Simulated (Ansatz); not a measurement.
Ansatz (a program for electronic structure) input:

Ansatz 0.2 input:
```yaml
crystal:
  periodic: [false, false, false]
  atoms:
    - {symbol: O, position_ang: [0.35124896, -0.71821310, -0.08793325]}
    - {symbol: Sn, position_ang: [-1.77460881, -0.78335130, -0.00027416]}
    - {symbol: H, position_ang: [-1.98473348, -2.45914763, -0.10387848]}
    - {symbol: H, position_ang: [-2.14243571, 0.14589372, -1.36638894]}
    - {symbol: H, position_ang: [-2.01125752, -0.04751673, 1.50555967]}
    - {symbol: Sn, position_ang: [1.71351439, 0.90951304, 0.01569140]}
    - {symbol: H, position_ang: [0.53448176, 2.11686784, 0.15880990]}
    - {symbol: H, position_ang: [2.49992889, 0.76108895, -1.47528159]}
    - {symbol: H, position_ang: [2.58733661, 0.50657419, 1.40767583]}
    - {symbol: H, position_ang: [0.76140838, -1.58614256, -0.19389230]}
basis:
  gaussian:
    orbitals: def2-SVP
total_charge: 1
magnetization: {spin_polarized: false}
correlation: {method: ccsd_t, electrons: outside_noble_gas}
```

Which total energy does the run end on?

-505.74920 Eh (CCSD(T)/def2-SVP). The basis has 101 functions.

It need not be the lowest isomer of its formula.
